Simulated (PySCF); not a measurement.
Frontier orbitals and the lowest excitations

Species: AsBH6OSi.
Numbering: `[SiH3:1][O:2][BH:3][AsH2:4]` (hydrogens: H5, H6, H7 on Si1; H8 on B3; H9, H10 on As4)

Structure used (PBE0-D3(BJ)/def2-SVP), in Å, numbered top down from 1:
```
atom  x, y, z in Å
Si1   -1.5137    0.6297    0.1338
O2    -0.4352   -0.6037   -0.2571
B3     0.9063   -0.7164   -0.2429
As4    2.1620    0.7217    0.5024
H5    -2.8556    0.0028    0.2529
H6    -1.5096    1.6450   -0.9563
H7    -1.1072    1.2538    1.4262
H8     1.3927   -1.7646   -0.6111
H9     1.4271    1.9181   -0.0908
H10    3.1397    0.5998   -0.6546
```

The calculation used PySCF, TDDFT CAM-B3LYP/def2-SVPD, vertical, gas phase, core orbitals frozen in the response. The CAM-B3LYP/def2-SVPD calculation is non-relativistic and has no spin–orbit coupling, an omission that weighs most on arsenic.

Kohn–Sham orbitals with the atoms that hold most of them (Löwdin shares over 4%, at most four atoms; ? is withheld):

```json
{"orbital": "HOMO-3", "ε (eV)": "-11.35", "atoms": "Si1 29%, H5 18%, H7 16%, As4 15%"}
{"orbital": "HOMO-2", "ε (eV)": "-11.10", "atoms": "Si1 32%, H6 26%, O2 22%, H7 10%"}
{"orbital": "HOMO-1", "ε (eV)": "-9.86", "atoms": "?"}
{"orbital": "HOMO", "ε (eV)": "?", "atoms": "As4 55%, B3 17%, O2 11%, H8 5%"}
{"orbital": "LUMO", "ε (eV)": "0.24", "atoms": "?"}
{"orbital": "LUMO+1", "ε (eV)": "0.61", "atoms": "B3 27%, Si1 24%, As4 10%, O2 9%"}
{"orbital": "LUMO+2", "ε (eV)": "1.04", "atoms": "Si1 39%, As4 11%, H6 10%, H5 10%"}
```

Question: Which atoms hold the LUMO, and with what shares?

Answer: B3 (bonded to As, O and H) 40%; As4 (bonded to B and 2 H) 19%; O2 (bonded to B and Si) 18%; H8 (bonded to B) 8%.

Question: Which atoms hold the HOMO-1, and with what shares?

Answer: As4 (bonded to B and 2 H) 38%; B3 (bonded to As, O and H) 16%; O2 (bonded to B and Si) 15%; H9 (bonded to As) 11%.

Question: What is the HOMO energy, and the HOMO–LUMO gap?

Answer: ε(HOMO) = -8.37 eV; the gap is 8.61 eV (0.3164 hartree).

Question: How does S1 compare with the orbital gap of 8.61 eV?

Answer: S1 is at 4.96 eV (f = 0.020), 3.65 eV below the gap, made of HOMO→LUMO (85%), HOMO-1→LUMO (9%). 

Question: One configuration dominates each of S1 and S2. Which, and how do the shares of the two leading atoms of either orbital change from the occupied to the empty one?

Answer: 
- S1 (4.96 eV, f 0.020), HOMO→LUMO (85%): As4 55% → 19%, B3 17% → 40%
- S2 (5.99 eV, f 0.016), HOMO→LUMO+1 (72%): As4 55% → 10%, B3 17% → 27%, Si1 at most 6% → 24%

One conformer stands for the species.
